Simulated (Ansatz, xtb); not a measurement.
**BFOTe: which of two structures lies lower**

We compare a, `O=B[Te]F`, a singlet, with b, a triplet given by its coordinates. Both are isolated molecules in the gas phase, relaxed with PBE0-D3(BJ)/def2-SVP; the shapes shown needn't be the lowest conformers.

a (Å):

```
atom    x (Å)   y (Å)    z (Å)
   B  -0.1975  1.3391  -1.7426
   F  -1.2374  2.9785   0.5045
   O  -0.3128  1.1710  -2.9296
  Te   0.0809  1.5596   0.3611
```

b (Å):

```xyz
4

B    -2.4675    1.8915   -0.3088
F    -2.2357    1.6450    0.9626
O    -2.0568    1.5644   -1.4604
Te   -4.0504    3.3206   -1.0940
```

Close contacts (Å): B1–F2 1.32, B1–O3 1.27, B1–Te4 2.27.

Q: Which of the two would you expect CCSD(T)/def2-TZVPP electronic energies to favour?

A: Structure b; the calculation gives E(b) − E(a) = −0.287 eV.

Level by level:

| level | geometry | E(b) − E(a) (eV) | departure from the last row (eV) | job, with rough time for the two |
| --- | --- | --- | --- | --- |
| PBE0-D3(BJ)/def2-SVP | PBE0-D3(BJ)/def2-SVP | −0.742 | −0.454 | optimisation, 1.7 min |
| HF/def2-TZVPP | PBE0-D3(BJ)/def2-SVP | −0.887 | −0.600 | part of the CCSD(T) run |
| MP2/def2-TZVPP | PBE0-D3(BJ)/def2-SVP | −0.281 | +0.007 | part of the CCSD(T) run |
| CCSD(T)/def2-TZVPP | PBE0-D3(BJ)/def2-SVP | −0.287 |  | single point, 5.4 min |

The levels shown agree on the order. The largest departure from CCSD(T)/def2-TZVPP is that of HF/def2-TZVPP, 0.600 eV. Levels run at GFN2-xTB geometries aren't shown. The triplet state of b needn't be its ground state.

With harmonic frequencies from PBE0-D3(BJ)/def2-SVP (ideal gas, rigid rotor, one conformer each, 298.15 K, 1 atm): on the last row, ΔE + ΔZPE = −0.269, ΔH = −0.278, ΔG = −0.288 eV.

Open shells are spin-unrestricted. The correlated steps freeze 7 core orbitals; the filled d shell of Te is correlated, in a basis made for valence electrons. Atoms past krypton carry core potentials in the def2 sets and no spin–orbit term is included. ΔG holds the spin degeneracy. Programs: Ansatz 0.2.0; the last row on 1 thread of Intel(R) Xeon(R) Processor @ 2.50GHz (Skylake/Cascade Lake) on a shared host.
